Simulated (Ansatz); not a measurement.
`[Cl][Sb]([SeH])[TeH]`, charge 0, multiplicity 1.

Task: Give a relaxed structure at PBE0-D4/def2-TZVP (Ansatz). (Estimate.)

Result: The calculation gave: 
Z-matrix (Å, degrees):
```
Sb
Se 1 2.547
Te 1 2.759 2 94.5
Cl 1 2.367 2 100.3 3 93.1
H 2 1.473 1 92.6 3 170.9
H 3 1.661 1 89.9 2 -86.9
```
